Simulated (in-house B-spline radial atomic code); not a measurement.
**Nb⁶⁺: [Ar] 3d10 4s1 4p5 7d1 (an excited or competing configuration)**

Computed with a radial B-spline atomic code at the basis-set limit: Dirac-Hartree-Fock, average of configuration, Fermi nucleus of rms radius 4.324 fm.

Effective charges: Z_r = [3n² - l(l+1)]/(2<r>) from the radius, Z_e = n√(-2ε) from the energy, and Slater's rules. Values are occupation-weighted means over j. An effective charge above Z reflects the relativistic contraction of the inner shells.

```
shell  electrons   ε (eV)  <r> (bohr)    Z_r    Z_e  Slater
   1s          2   -19208     0.03608  41.57  37.57   40.70
   2s          2  -2851.9      0.1574  38.13  28.96   36.85
   2p          6  -2552.9      0.1376  36.34  27.40   36.85
   3s          2  -594.29      0.4399  30.69  19.83   29.75
   3p          6  -493.83      0.4423  28.26  18.07   29.75
   3d         10  -328.62      0.4292  24.46  14.74   19.85
   4s          1  -166.79       1.092  21.98  14.01   13.95
   4p          5  -133.28        1.18  19.48  12.52   13.95
   7d          1  -18.371       7.399   9.53   8.13    7.00
```

The least bound orbital is 7d5/2 at -18.36 eV, and it is also the most diffuse (<r> = 7.404 bohr).

Spin-orbit splittings of the orbital energies (j = l + 1/2 above j = l - 1/2 when positive): 2p 96.44 eV, 3p 16.3 eV, 3d 3.007 eV, 4p 2.702 eV, 7d 0.03085 eV.

For the 1s electron the small component carries 2.23 % of the norm, the zero-frequency Breit interaction raises the level by 35.82 eV, self-energy by 19.49 eV, and vacuum polarisation lowers it by 2.213 eV.

The density falls to 0.001 bohr⁻³ at 2.681 bohr; Σ<r²> = 74.791 bohr² gives, by the non-relativistic formula and without the paramagnetism of open shells, a Langevin diamagnetic susceptibility of -59.23×10⁻⁶ cm³/mol.
